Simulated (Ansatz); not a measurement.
closo-1-SB6 (no H on S) (B₆H₆S), 13 atoms. Hardware: 4 threads of Arm Neoverse V1 on a shared host.

Correlated methods freeze 11 core orbitals.

Question: How many basis functions does each of these Ansatz runs have, and roughly what does it cost? PBE0-D4/def2-SVP, charge 0 singlet, energy, from earlier orbitals; PBE-D4/def2-TZVP, charge 0 singlet, energy and forces, from earlier orbitals; MP2/def2-TZVP, charge 0 singlet, energy, from earlier orbitals; HF/STO-3G, charge 0 singlet, energy; ωB97X-V/def2-TZVP, charge 0 singlet, energy, from earlier orbitals; PBE0-D4/def2-SVP, charge 0 singlet, relaxation, 4 steps; r2SCAN-D4/def2-TZVP, charge 0 singlet, energy, from earlier orbitals; r2SCANh-D4/def2-TZVP, charge 0 singlet, energy, from earlier orbitals; CCSD(T)/def2-SVP, charge 0 singlet, energy, from earlier orbitals; PBE-D4/def2-SVP, charge 0 singlet, energy, from earlier orbitals; PBE0-D4/def2-TZVP, charge 0 singlet, energy, from earlier orbitals; HF/def2-TZVP, charge 0 singlet, energy, from earlier orbitals.

Answer: Other jobs shared the machine, so times can vary by a factor of up to 3. A dash marks memory too small to be measured apart from the calling script's.

```csv
run,functions,fitting or Cholesky vectors,wall time,peak host memory (GiB)
"HF/STO-3G, charge 0 singlet, energy",45,589,0.25 s,–
"PBE-D4/def2-SVP, charge 0 singlet, energy, from earlier orbitals",132,1477,1.5 s,–
"PBE0-D4/def2-SVP, charge 0 singlet, energy, from earlier orbitals",132,1480,1.7 s,–
"HF/def2-TZVP, charge 0 singlet, energy, from earlier orbitals",259,1936,2.5 s,0.75
"PBE-D4/def2-TZVP, charge 0 singlet, energy and forces, from earlier orbitals",259,1539,3.7 s,–
"MP2/def2-TZVP, charge 0 singlet, energy, from earlier orbitals",259,1670,4.3 s,0.78
"PBE0-D4/def2-TZVP, charge 0 singlet, energy, from earlier orbitals",259,1549,4.3 s,0.74
"r2SCAN-D4/def2-TZVP, charge 0 singlet, energy, from earlier orbitals",259,1539,6.5 s,–
"r2SCANh-D4/def2-TZVP, charge 0 singlet, energy, from earlier orbitals",259,1539,7.5 s,0.77
"PBE0-D4/def2-SVP, charge 0 singlet, relaxation, 4 steps",132,1472,8.5 s,–
"ωB97X-V/def2-TZVP, charge 0 singlet, energy, from earlier orbitals",259,1549,11 s,0.95
"CCSD(T)/def2-SVP, charge 0 singlet, energy, from earlier orbitals",132,1328,12 s,0.85
```
